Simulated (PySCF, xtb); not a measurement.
F2H6Si3, SMILES F[Si](F)([SiH3])[SiH3].

Harmonic wavenumbers (cm⁻¹) from xtb with GFN2-xTB at its own minimum, in rising order: 27, 29, 83, 129, 131, 192, 250, 369, 409, 439, 455, 476, 544, 759, 770, 776, 786, 798, 801, 811, 815, 2229, 2230, 2233, 2240, 2245, 2247.

Task: What does PBE-D3(BJ)/def2-SVP (PySCF) give at its own minimum? (The exact figures need the calculation; the answer reports its results.)

Result: 83, 85, 91, 124, 132, 198, 261, 367, 403, 468, 508, 513, 549, 802, 813, 855, 881, 888, 895, 899, 908, 2153, 2157, 2170, 2173, 2176, 2177. Paired by order, the mean absolute difference is 49 cm⁻¹ and the zero-point energies are 33.3 and 33.9 kcal/mol.
